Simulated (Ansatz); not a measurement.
Basis sets compared for the cluster Si₄Ni⁺. The state is a doublet with charge 1. Geometry PBE-D4/def2-SVP. Ansatz on 4 threads of Arm Neoverse V1 on a shared host; times are rough, and most runs start from earlier orbitals.

```xyz
5

Ni    0.0032   -0.7999   -0.8444
Si   -1.5481    0.7418   -0.8075
Si    0.9184    0.3680    1.2655
Si   -0.1128   -1.6570    1.1625
Si    0.7392    1.3472   -0.7761
```

Another isomer (doublet) lies 1.03 eV lower at PBE0-D4/def2-TZVP; other spin states weren't run for this one.

```json
{"level": "PBE-D4/def2-SVP", "functions": "103", "energy (Eh)": "-2664.6226", "HOMO (eV)": "-9.84", "LUMO (eV)": "-9.36", "wall time": "3 s"}
{"level": "PBE0-D4/def2-SVP", "functions": "103", "energy (Eh)": "-2664.6535", "HOMO (eV)": "-10.73", "LUMO (eV)": "-8.81", "wall time": "7.5 s"}
```

Task: Estimate the rows for PBE-D4/def2-TZVP (with forces), PBE0-D4/def2-TZVP.

Result: 
```tsv
level	functions	energy (Eh)	HOMO (eV)	LUMO (eV)	wall time
PBE-D4/def2-TZVP (with forces)	193	-2665.2548	-9.80	-9.30	7 s
PBE0-D4/def2-TZVP	193	-2665.2782	-10.66	-8.69	29 s
```
